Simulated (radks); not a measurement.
Q: Zr4+, 36 electrons, occupied as [Ar] 3d9.5 4s2 4p6 4f0.5 (fractional occupations, a model configuration). Method: non-relativistic Kohn-Sham, PBE, spin-polarised, spherical densities, point nucleus; open shells are filled with parallel spins first (spin-orbit coupling, left out, can overturn this in heavy ions); relativity is left out, which matters for an element this heavy; computed with a radial shooting solver on a logarithmic mesh with Libxc functionals. Some entries of the table are withheld. Estimate them.

orbital  occ.  eigenvalue (hartree)  <r> (bohr)  <r^2> (bohr^2)
1s up       1             -642.3928     0.03815        0.001948
1s down     1             -642.3927     0.03815        0.001948
2s up       1             -89.58310      0.1673         0.03293
2s down     1             -89.55557      0.1673         0.03292
2p up       3             -82.28310      0.1437         0.02518
2p down     3             -82.26311      0.1437         0.02516
3s up       1             -16.34765      0.4677          0.2504
3s down     1             -16.31347      0.4679          0.2507
3p up       3             -13.60966      0.4640          0.2505
3p down     3             -13.57483      0.4643          0.2508
3d up       5              -8.63603         (1)          0.2392
3d down   4.5              -8.59729         (2)          0.2398
4s up       1              -3.62413       1.191           1.601
4s down     1              -3.61465       1.191           1.599
4p up       3              -2.84641         (3)           1.896
4p down     3              -2.83627         (4)           1.892
4f up     0.5              -0.71392       2.979           10.31

A: 
(1) 3d up <r> (bohr): 0.4456
(2) 3d down <r> (bohr): 0.4462
(3) 4p up <r> (bohr): 1.292
(4) 4p down <r> (bohr): 1.290
